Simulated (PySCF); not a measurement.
# Electron correlation in Al (aluminium, neutral)

[Ne] 3s1 3p1 4s1, high-spin 4P determinant (an excited configuration). Computed with PySCF 2.14 in aug-cc-pwCVTZ (8s7p5d3f, 75 functions), with no relativity, point nucleus. Frozen: [Ne]; 3 electrons correlated.

MP2 pair energies summed by pair of shells (mhartree):

| pair | energy | share (%) |
| --- | --- | --- |
| 3s-3p | -2.53 | 40.1 |
| 3p-4s | -2.27 | 36.0 |
| 3s-4s | -1.51 | 23.9 |

Total MP2 correlation energy: -6.31 mhartree.

Same-spin part -6.31 and opposite-spin part 0.00 mhartree; SCS-MP2 scales them by 1/3 and 6/5 to -2.10 mhartree.
